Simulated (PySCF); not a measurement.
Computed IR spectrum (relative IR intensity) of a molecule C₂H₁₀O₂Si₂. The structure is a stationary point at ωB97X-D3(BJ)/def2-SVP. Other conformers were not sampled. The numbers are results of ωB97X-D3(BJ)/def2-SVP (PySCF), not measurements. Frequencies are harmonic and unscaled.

Lines under 2 % of the strongest are left out, and lines within 2 cm⁻¹ are merged.

```tsv
ν (cm⁻¹)	relative intensity
435	40
473	5.1
632	10
755	17
763	25
895	100
933	42
966	24
970	9.3
978	74
994	52
1024	37
1081	76
1111	12
1129	29
1236	2.1
1418	14
1469	2.6
2241	26
2254	24
2258	44
2265	58
2283	30
3056	4.7
3095	4.1
3148	6.5
3162	4.1
3841	13
```

**Question.** Which structure fits?
A. CO[Si@@H](O)C[SiH3]
B. C[SiH2][C@H](O)[SiH2]O
C. C[SiH2]O[Si@H](C)O
D. C[C@H](O)[SiH2]O[SiH3]

**Answer.** D, C[C@H](O)[SiH2]O[SiH3]
